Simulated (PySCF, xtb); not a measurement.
Si(H)(Cl)2(vinyl) (C₂H₄Cl₂Si), SMILES Cl[SiH](Cl)C=C.

xtb with GFN2-xTB at its own geometry gives an orbital gap of 4.49 eV and a dipole moment of 2.21 D.

The structure is a stationary point at B3LYP-D3(BJ)/def2-SVP. One conformer was computed; it need not be the lowest.

Task: What does ωB97X/def2-TZVP run with PySCF give? (An estimate is asked for; the answer gives what the named calculation found.)

Result: gap 11.93 eV (levels -10.89 and 1.04 eV), dipole 2.39 D.
